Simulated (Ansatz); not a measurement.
Consider the redistribution: `F[BH][SnH2][SiH3]` + `[SiH3]N[AsH2]` → `[SiH3][NH][SnH2][SiH3]` + `FB[AsH2]`.

Gas-phase electronic energies from Ansatz, PBE0-D4/def2-TZVP geometries. CBS: MP2 limit from def2 TZ/QZ plus the TZ coupled-cluster correction, frozen cores. Elements past krypton have def2 core potentials. For As, Sn outer-core shells are correlated without core-valence functions, which leaves a few kJ/mol of doubt a bond. Scalar relativity is left out up to krypton. Each species was taken in one conformer, which may not be the lowest.

```json
{"species": "`F[BH][SnH2][SiH3]`", "CCSD(T)/CBS(def2) energy (Eh)": "-631.31705"}
{"species": "`[SiH3]N[AsH2]`", "CCSD(T)/CBS(def2) energy (Eh)": "-2582.40077"}
{"species": "`[SiH3][NH][SnH2][SiH3]`", "CCSD(T)/CBS(def2) energy (Eh)": "-852.30926"}
{"species": "`FB[AsH2]`", "CCSD(T)/CBS(def2) energy (Eh)": "-2361.43380"}
```

(1) Work out ΔE.

Largest T1 diagnostic among the species: 0.014.

Answers

(1) ΔE = (-852.30926) + (-2361.43380) − (-631.31705) − (-2582.40077) = -0.02524 Eh = -15.8 kcal/mol.

The D4 term adds −1.1 kcal/mol with B3LYP and −0.6 kcal/mol with PBE0; it sums over pairs of atoms, weighted by their polarisabilities, and B3LYP, whose exchange is more repulsive, gets the larger term. In def2-TZVPP, CCSD(T) changes the Hartree–Fock value by −1.2 kcal/mol (the triples alone add −0.3 kcal/mol) and MP2 by −1.9 kcal/mol.

B3LYP here is the variant with VWN-RPA as its local correlation; programs differ in this.
